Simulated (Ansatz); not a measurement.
C4H11BN2 (`CC1=[N+](C)[BH2-]N1C`). Total charge 0; spin multiplicity 1. All single points use the PBE0-D4/def2-TZVP geometry.

```xyz
18

C    -0.310    1.773   -0.362
C    -0.066    0.336   -0.088
N     1.083   -0.318   -0.086
C     2.407    0.205   -0.004
B     0.295   -1.628    0.332
N    -0.921   -0.616    0.241
C    -2.338   -0.668    0.093
H     0.019    2.381    0.485
H    -1.369    1.966   -0.530
H     0.249    2.095   -1.243
H     2.754    0.289    1.033
H     3.100   -0.453   -0.533
H     2.468    1.196   -0.464
H     0.277   -2.493   -0.512
H     0.539   -2.003    1.456
H    -2.632   -1.207   -0.815
H    -2.772    0.335    0.050
H    -2.783   -1.187    0.946
```

(1) What is the dipole moment at r2SCAN/def2-TZVPP? (Estimate.)

(2) And with PBE, B3LYP, ωB97M-V? (Best estimate.)

(3) Give the Mulliken charges with r2SCAN, B3LYP, ωB97M-V in def2-TZVPP. (An estimate is asked.)

## Answers

(1) Ansatz gave: 3.94 D, with components (-0.72, 3.80, -0.74) D in this frame, pointing from negative to positive charge.

(2) Computed: PBE 3.83 D, B3LYP 4.00 D, ωB97M-V 4.16 D.

(3) The calculation gave: 
| atom | r2SCAN | B3LYP | ωB97M-V |
| --- | --- | --- | --- |
| C1 | -0.14 | -0.23 | -0.28 |
| C2 | 0.33 | 0.29 | 0.34 |
| N3 | -0.26 | -0.27 | -0.27 |
| C4 | -0.06 | -0.18 | -0.23 |
| B5 | 0.00 | 0.00 | -0.17 |
| N6 | -0.25 | -0.26 | -0.27 |
| C7 | -0.06 | -0.17 | -0.23 |
| H8 | 0.08 | 0.11 | 0.14 |
| H9 | 0.06 | 0.09 | 0.10 |
| H10 | 0.07 | 0.10 | 0.13 |
| H11 | 0.06 | 0.10 | 0.12 |
| H12 | 0.06 | 0.10 | 0.12 |
| H13 | 0.05 | 0.08 | 0.10 |
| H14 | -0.05 | -0.03 | 0.03 |
| H15 | -0.05 | -0.03 | 0.03 |
| H16 | 0.06 | 0.10 | 0.12 |
| H17 | 0.04 | 0.08 | 0.10 |
| H18 | 0.06 | 0.10 | 0.12 |

B3LYP here is the variant with VWN-RPA as its local correlation; programs differ in this.
